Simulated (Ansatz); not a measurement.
```yaml
crystal:
  periodic: [true, true, true]
  atoms:
    - {symbol: O, position_ang: [0.953675, -0.925215, 1.047922]}
    - {symbol: B, position_ang: [0.824544, -1.232038, -0.265629]}
    - {symbol: O, position_ang: [1.538625, -2.248421, -0.802583]}
    - {symbol: Te, position_ang: [-0.507327, -0.218029, -1.688092]}
    - {symbol: Si, position_ang: [-1.187888, 1.597767, -0.132953]}
    - {symbol: H, position_ang: [0.376249, -0.218085, 1.351398]}
    - {symbol: H, position_ang: [2.091301, -2.689111, -0.147923]}
    - {symbol: H, position_ang: [-2.633302, 1.886216, -0.297776]}
    - {symbol: H, position_ang: [-0.959946, 1.148457, 1.274241]}
    - {symbol: H, position_ang: [-0.412731, 2.847258, -0.335705]}
basis:
  gaussian: {orbitals: STO-3G}
hamiltonian: {xc: {name: r2SCAN50}, dispersion: d3bjatm, pseudopotentials: {relativity: none}}
scf: {lower_state_search: light}
output: {forces: true}
```

```sh
$ ansatz run in.yaml --threads 4 --pin off --events-out ev --progress --plain --max-ram 10444MiB
```

Output, abridged:

```
Error: YAML parse error: error: line 2 column 3: crystal: missing field `lattice` (a structure is typed as `lattice` and `atoms`, a molecule's as `atoms` in Å alone, or read from a run's directory, `checkpoint`)
 --> <input>:2:3
  |
1 | crystal:
2 |   periodic: [true, true, true]
  |   ^ crystal: missing field `lattice` (a structure is typed as `lattice` and `atoms`, a molecule's as `atoms` in Å alone, or read from a run's directory, `checkpoint`)
3 |   atoms:
4 |     - {symbol: O, position_ang: [0.953675, -0.925215, 1.047922]}
  |
```

Question: What is wrong with this run?

Answer: The molecule is marked periodic without a cell. The program refused the input.
